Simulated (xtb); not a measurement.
Sb(Me)3 (C₃H₉Sb), SMILES [CH3][Sb]([CH3])[CH3]. All values are semi-empirical tight-binding results from xtb (GFN2-xTB unless named), good for trends rather than for accurate numbers. Coordinates come from a GFN2-xTB optimisation. The isomer is the one that the SMILES or the coordinates give; other isomers of the formula were not compared.

For metal compounds this method's bond lengths and energies can be far off.

Estimate the properties. (An estimate is asked for; the answer gives what the named calculation found.)


```
Item                                          Result
-------------------------------------  -------------
point group as xtb finds it                       C3
orbital gap                                  5.11 eV
zero-point energy                      67.1 kcal/mol
G − E(el) at 298.15 K (modified RRHO)  47.0 kcal/mol
```
